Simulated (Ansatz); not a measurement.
`O[SiH2][SiH2]O[SiH3]` + H₂Se → `O[SiH2][SiH2][SeH]` + silanol  (ligand exchange at the Si–O bond)

Gas-phase electronic energies from Ansatz, PBE0-D4/def2-TZVP geometries. CBS: MP2 limit from def2 TZ/QZ plus the TZ coupled-cluster correction, frozen cores. Functionals use def2-TZVPP. B3LYP here is the variant with VWN-RPA as its local correlation; programs differ in this. For Se outer-core shells are correlated without core-valence functions, which leaves a few kJ/mol of doubt a bond. Scalar relativity is left out up to krypton. One conformer a species, not always the lowest.

`O[SiH2][SiH2]O[SiH3]`:

```xyz
13

O    -1.985   -1.134   -0.071
Si   -0.525   -1.868    0.194
Si    1.052   -0.336    1.038
O     1.120    0.986    0.055
Si    0.219    2.028   -0.817
H    -2.006   -0.435   -0.727
H    -0.782   -2.951    1.177
H     0.004   -2.482   -1.060
H     0.684    0.104    2.413
H     2.415   -0.930    1.092
H    -0.839    1.281   -1.563
H     1.092    2.719   -1.794
H    -0.447    3.019    0.065
```

H₂Se:

```xyz
3

Se   -0.125   -0.139    0.658
H     0.729   -0.738   -0.372
H    -0.604    0.877   -0.286
```

`O[SiH2][SiH2][SeH]`:

```xyz
10

O    -1.280   -0.293    1.585
Si    0.153   -0.860    0.998
Si    0.293   -0.158   -1.234
Se   -0.567    1.978   -1.196
H    -1.566    0.544    1.203
H     0.150   -2.335    1.169
H     1.322   -0.298    1.735
H     1.655   -0.174   -1.831
H    -0.643   -0.880   -2.135
H     0.483    2.475   -0.294
```

`O[SiH3]`:

Cartesian coordinates in Å:
```
O 0.491 -0.835 -0.839
Si -0.071 0.143 0.361
H 0.283 -0.599 -1.743
H 0.460 1.529 0.235
H 0.396 -0.460 1.630
H -1.558 0.222 0.356
```

Problem. Is it downhill or uphill in electronic energy at CCSD(T)/CBS, and by how much? (Best estimate.)

Solution. The calculation gave: Uphill: ΔE = +0.29 eV.

Problem. What do these levels give: PBE0-D4, B3LYP-D4, ωB97X-V, ωB97M-V, PBE, r2SCAN, PBE0, B3LYP, MP2/def2-TZVPP, HF/def2-QZVPP, MP2/def2-QZVPP, HF/CBS(def2)? (Best estimate.)

Solution. Ansatz gave: PBE0-D4 0.19, B3LYP-D4 0.36, ωB97X-V 0.33, ωB97M-V 0.31, PBE 0.14, r2SCAN 0.25, PBE0 0.18, B3LYP 0.35, MP2/def2-TZVPP 0.28, HF/def2-QZVPP 0.54, MP2/def2-QZVPP 0.26, HF/CBS(def2) 0.54 eV.

Largest T1 diagnostic among the species: 0.012.

In def2-TZVPP, CCSD(T) changes the Hartree–Fock value by −0.18 eV (the triples alone add −0.04 eV) and MP2 by −0.23 eV. From PBE to PBE0 (25 % exact exchange), in def2-TZVPP and without D4, ΔE moves by +0.04 eV.
